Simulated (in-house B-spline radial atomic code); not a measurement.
Orbital energies and mean radii along the 32-electron series, configuration 1s2 2s2 2p6 3s2 3p6 3d10 4s2 4p1/2(2). The effective charge is n√(-2ε), a non-relativistic measure. Computed with a radial B-spline atomic code at the basis-set limit: Dirac-Hartree-Fock, jj configuration that fills j = l - 1/2 first, finite nuclei.

```json
{"ion": "I21+", "Z": "53", "energy of 4p1/2 (Eh)": "-23.834", "mean radius of 4p1/2 (bohr)": "0.67377", "energy of 3s1/2 (Eh)": "-61.689", "mean radius of 3s1/2 (bohr)": "0.30874", "effective charge of 4p1/2": "27.617"}
{"ion": "Xe22+", "Z": "54", "energy of 4p1/2 (Eh)": "-25.724", "mean radius of 4p1/2 (bohr)": "0.6523", "energy of 3s1/2 (Eh)": "-65.694", "mean radius of 3s1/2 (bohr)": "0.30107", "effective charge of 4p1/2": "28.691"}
{"ion": "Cs23+", "Z": "55", "energy of 4p1/2 (Eh)": "-27.684", "mean radius of 4p1/2 (bohr)": "0.63214", "energy of 3s1/2 (Eh)": "-69.832", "mean radius of 3s1/2 (bohr)": "0.29374", "effective charge of 4p1/2": "29.764"}
{"ion": "Ba24+", "Z": "56", "energy of 4p1/2 (Eh)": "-29.715", "mean radius of 4p1/2 (bohr)": "0.61316", "energy of 3s1/2 (Eh)": "-74.103", "mean radius of 3s1/2 (bohr)": "0.28671", "effective charge of 4p1/2": "30.836"}
{"ion": "La25+", "Z": "57", "energy of 4p1/2 (Eh)": "-31.817", "mean radius of 4p1/2 (bohr)": "0.59526", "energy of 3s1/2 (Eh)": "-78.51", "mean radius of 3s1/2 (bohr)": "0.27998", "effective charge of 4p1/2": "31.908"}
{"ion": "Ce26+", "Z": "58", "energy of 4p1/2 (Eh)": "-33.99", "mean radius of 4p1/2 (bohr)": "0.57835", "energy of 3s1/2 (Eh)": "-83.053", "mean radius of 3s1/2 (bohr)": "0.27353", "effective charge of 4p1/2": "32.98"}
{"ion": "Pr27+", "Z": "59", "energy of 4p1/2 (Eh)": "-36.236", "mean radius of 4p1/2 (bohr)": "0.56233", "energy of 3s1/2 (Eh)": "-87.733", "mean radius of 3s1/2 (bohr)": "0.26733", "effective charge of 4p1/2": "34.052"}
{"ion": "Nd28+", "Z": "60", "energy of 4p1/2 (Eh)": "-38.554", "mean radius of 4p1/2 (bohr)": "0.54714", "energy of 3s1/2 (Eh)": "-92.551", "mean radius of 3s1/2 (bohr)": "0.26137", "effective charge of 4p1/2": "35.125"}
{"ion": "Pm29+", "Z": "61", "energy of 4p1/2 (Eh)": "-40.946", "mean radius of 4p1/2 (bohr)": "0.53271", "energy of 3s1/2 (Eh)": "-97.51", "mean radius of 3s1/2 (bohr)": "0.25564", "effective charge of 4p1/2": "36.198"}
{"ion": "Sm30+", "Z": "62", "energy of 4p1/2 (Eh)": "-43.41", "mean radius of 4p1/2 (bohr)": "0.51899", "energy of 3s1/2 (Eh)": "-102.61", "mean radius of 3s1/2 (bohr)": "0.25012", "effective charge of 4p1/2": "37.271"}
{"ion": "Eu31+", "Z": "63", "energy of 4p1/2 (Eh)": "-45.949", "mean radius of 4p1/2 (bohr)": "0.50591", "energy of 3s1/2 (Eh)": "-107.85", "mean radius of 3s1/2 (bohr)": "0.24481", "effective charge of 4p1/2": "38.345"}
{"ion": "Gd32+", "Z": "64", "energy of 4p1/2 (Eh)": "-48.562", "mean radius of 4p1/2 (bohr)": "0.49343", "energy of 3s1/2 (Eh)": "-113.24", "mean radius of 3s1/2 (bohr)": "0.23968", "effective charge of 4p1/2": "39.421"}
{"ion": "Tb33+", "Z": "65", "energy of 4p1/2 (Eh)": "-51.25", "mean radius of 4p1/2 (bohr)": "0.48151", "energy of 3s1/2 (Eh)": "-118.77", "mean radius of 3s1/2 (bohr)": "0.23474", "effective charge of 4p1/2": "40.497"}
{"ion": "Dy34+", "Z": "66", "energy of 4p1/2 (Eh)": "-54.014", "mean radius of 4p1/2 (bohr)": "0.47011", "energy of 3s1/2 (Eh)": "-124.45", "mean radius of 3s1/2 (bohr)": "0.22996", "effective charge of 4p1/2": "41.575"}
{"ion": "Ho35+", "Z": "67", "energy of 4p1/2 (Eh)": "-56.855", "mean radius of 4p1/2 (bohr)": "0.4592", "energy of 3s1/2 (Eh)": "-130.27", "mean radius of 3s1/2 (bohr)": "0.22534", "effective charge of 4p1/2": "42.654"}
{"ion": "Er36+", "Z": "68", "energy of 4p1/2 (Eh)": "-59.772", "mean radius of 4p1/2 (bohr)": "0.44874", "energy of 3s1/2 (Eh)": "-136.25", "mean radius of 3s1/2 (bohr)": "0.22088", "effective charge of 4p1/2": "43.734"}
{"ion": "Tm37+", "Z": "69", "energy of 4p1/2 (Eh)": "-62.767", "mean radius of 4p1/2 (bohr)": "0.4387", "energy of 3s1/2 (Eh)": "-142.38", "mean radius of 3s1/2 (bohr)": "0.21656", "effective charge of 4p1/2": "44.817"}
{"ion": "Yb38+", "Z": "70", "energy of 4p1/2 (Eh)": "-65.84", "mean radius of 4p1/2 (bohr)": "0.42905", "energy of 3s1/2 (Eh)": "-148.66", "mean radius of 3s1/2 (bohr)": "0.21238", "effective charge of 4p1/2": "45.901"}
{"ion": "Lu39+", "Z": "71", "energy of 4p1/2 (Eh)": "-68.993", "mean radius of 4p1/2 (bohr)": "0.41978", "energy of 3s1/2 (Eh)": "-155.1", "mean radius of 3s1/2 (bohr)": "0.20832", "effective charge of 4p1/2": "46.987"}
```

Question: How does the screening of 4p1/2 change?

Answer: Z less the effective charge goes from 25.38 at Z = 53 to 24.01 at Z = 71.
